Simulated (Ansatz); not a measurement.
Reaction (hydrogenolysis of a B–N bond): `FBN([SiH3])[SiH3]` + H₂ → `BF` + `[SiH3]N[SiH3]`

Computed with Ansatz on PBE0-D4/def2-TZVP structures; ΔE is electronic, products minus reactants. CBS: MP2 limit from def2 TZ/QZ plus the TZ coupled-cluster correction, frozen cores. This one scheme is used for every species. Functionals use def2-TZVPP. One conformer a species, not always the lowest.

`FBN([SiH3])[SiH3]`:

Z-matrix (Å, degrees):
```
Si
N 1 1.749
H 1 1.485 2 109.9
H 1 1.482 2 108.6 3 -120.4
H 1 1.485 2 109.9 3 119.1
B 2 1.409 1 121.5 3 119.9
Si 2 1.759 1 119.3 3 -60.0
F 6 1.339 2 118.6 1 -179.9
H 6 1.196 2 123.5 1 0.0
H 7 1.486 2 106.0 1 -0.0
H 7 1.482 2 110.9 1 -118.7
H 7 1.482 2 110.9 1 118.7
```

H₂:

Z-matrix (Å, degrees):
```
H
H 1 0.746
```

`BF`:

```xyz
4

B     0.022   -0.020    0.040
F    -0.552    0.501   -1.024
H    -0.292    0.413    1.112
H     0.822   -0.895   -0.128
```

`[SiH3]N[SiH3]`:

Cartesian coordinates in Å:
```
Si -1.262 0.736 -0.550
N -0.113 0.160 0.602
Si 1.298 -0.798 0.340
H -0.977 0.058 -1.838
H -1.180 2.210 -0.751
H -2.652 0.429 -0.113
H -0.256 0.473 1.552
H 1.254 -1.278 -1.063
H 1.332 -1.960 1.270
H 2.557 -0.031 0.550
```

| level | ΔE (eV) |
| --- | --- |
| r2SCAN-D4 | 1.19 |
| CAM-B3LYP-D4 | 1.09 |
| revPBE | 1.00 |
| CCSD/def2-SVP | 1.13 |
| CCSD/def2-TZVPP | 1.06 |
| HF/def2-QZVPP | 0.85 |
| MP2/def2-QZVPP | 1.17 |
| HF/CBS(def2) | 0.85 |

**Question.** What does CCSD(T)/CBS give? (Best estimate.)

**Answer.** Ansatz gave: +1.12 eV. The listed levels differ from it by 0.07, -0.03, -0.12, 0.01, -0.06, -0.27, 0.05, -0.27 eV.

**Question.** What do rigid-rotor, harmonic-oscillator terms from PBE0-D4/def2-TZVP frequencies (298.15 K, 1 bar) make of the CCSD(T)/CBS value? (Best estimate.)

**Answer.** Ansatz gave: ΔZPE = +0.14 eV, ΔH = +1.24 eV, ΔS = 64 J/(mol·K), ΔG = +1.04 eV. Modes under 50 cm⁻¹ make the entropy rough.

Largest T1 diagnostic among the species: 0.013.

The D4 term adds +0.12 eV with B3LYP and +0.06 eV with PBE0; it sums over pairs of atoms, weighted by their polarisabilities, and B3LYP, whose exchange is more repulsive, gets the larger term. In def2-TZVPP, CCSD(T) changes the Hartree–Fock value by +0.27 eV (the triples alone add +0.06 eV) and MP2 by +0.32 eV.

B3LYP here is the variant with VWN-RPA as its local correlation; programs differ in this.
